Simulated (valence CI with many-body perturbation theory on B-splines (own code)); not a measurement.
## Energy levels of Bi¹²⁺

Method: relativistic CI+MBPT: three valence electrons over a frozen Dirac-Fock core [Xe] 4f14, radial functions for each j: 7 s, 7 p, 8 d, 6 f, 4 g, 1 h, with the one-electron correlation potential Σ1, the two-electron term Σ2, the three-electron term Σ3, Breit, model QED; selected CI, second order for the rest, scaled by the run's own slope (own B-spline code, finite nucleus).

No measured spectrum was set against this ion. As an estimate, terms of the open shell hold to 2 to 4 % of their energy, and close levels can change places. The list stops below the first excitations out of the core. Only levels of the ground parity were solved; by the run's estimate the other parity begins above the list, which can be wrong where configurations are misplaced.

Levels 1 to 21 of 21, with energies above the lowest level, (5d3/2^3) J=3/2. "Leading %" is the weight of the configuration and term that name the level; weights of strongly mixed levels are sums over their largest components and can fall short, so below about 35 % the name and the second component can differ from the true leading terms, or belong to a minority configuration. In the jj column 3d3/2^4 stands for four electrons in 3d with j = 3/2. Lifetimes count E1, E2, E3, M1 and M2 decay at the calculated energies, and are blank where another channel may lead or the interval is too uncertain; long ones can be off by a factor of two.

```
No.  Configuration  Term     J  E (cm⁻¹)  Leading %      g  Second component  Lifetime             Leading jj
  1            5d3    4F   3/2         0         64  0.600       27 % 5d3 2D                   5d3/2^3 (90 %)
  2            5d3    4F   5/2     24032         89  1.046        9 % 5d3 2D   2.35 ms   5d3/2^2 5d5/2 (96 %)
  3            5d3    4P   3/2     33850         43  1.285       32 % 5d3 2P   2.46 ms   5d3/2^2 5d5/2 (92 %)
  4            5d3    4F   7/2     35272         57  1.109       34 % 5d3 2G   30.5 ms   5d3/2^2 5d5/2 (83 %)
  5            5d3    2G   9/2     38361         43  1.094       34 % 5d3 2H    3.24 s   5d3/2^2 5d5/2 (94 %)
  6            5d3    4P   1/2     39397         64  1.959       35 % 5d3 2P   6.93 ms   5d3/2^2 5d5/2 (98 %)
  7            5d3    4P   5/2     60272         73  1.460       18 % 5d3 2D   4.50 ms   5d3/2^2 5d5/2 (63 %)
  8            5d3    2G   7/2     61834         54  1.043       42 % 5d3 4F    946 μs   5d3/2 5d5/2^2 (88 %)
  9            5d3    4F   9/2     65620         53  1.134       46 % 5d3 2H   1.68 ms   5d3/2 5d5/2^2 (87 %)
 10            5d3    2D   3/2     72183         42  1.160       41 % 5d3 4P    625 μs   5d3/2 5d5/2^2 (97 %)
 11            5d3    2P   1/2     75236         64  1.375       35 % 5d3 4P   1.10 ms   5d3/2 5d5/2^2 (98 %)
 12            5d3    2H  11/2     78652        100  1.090                     3.50 ms  5d3/2 5d5/2^2 (100 %)
 13            5d3    2D   5/2     82460         72  1.146       17 % 5d3 2F   1.57 ms   5d3/2 5d5/2^2 (64 %)
 14            5d3    2F   5/2     86653         54  1.072       30 % 5d3 2D   1.87 ms   5d3/2 5d5/2^2 (91 %)
 15            5d3    2F   7/2     90539         88  1.115       11 % 5d3 2G   2.32 ms   5d3/2 5d5/2^2 (94 %)
 16            5d3    2G   9/2    101540         57  1.123       24 % 5d3 4F    678 μs         5d5/2^3 (93 %)
 17            5d3    2P   3/2    105010         49  1.137       38 % 5d3 2D    697 μs         5d5/2^3 (55 %)
 18            5d3    2D   3/2    125990         87  0.880        8 % 5d3 2P    636 μs   5d3/2 5d5/2^2 (54 %)
 19            5d3    2D   5/2    135010         70  1.159       20 % 5d3 2F    372 μs         5d5/2^3 (85 %)
 20         5d2 6s    4F   3/2    419100         84  0.469    15 % 5d2 6s 2D   1.02 μs      5d3/2^2 6s (96 %)
 21         5d2 6s    4F   5/2    423800         52  1.023    28 % 5d2 6s 2F    794 ns      5d3/2^2 6s (94 %)
```

The ionisation energy to 5d2 3F_2 of the next ion comes out as 230.46 eV (NIST: 229 ± 3 eV (theoretical)). All 21 levels together are meant to be complete up to 431880 cm⁻¹.
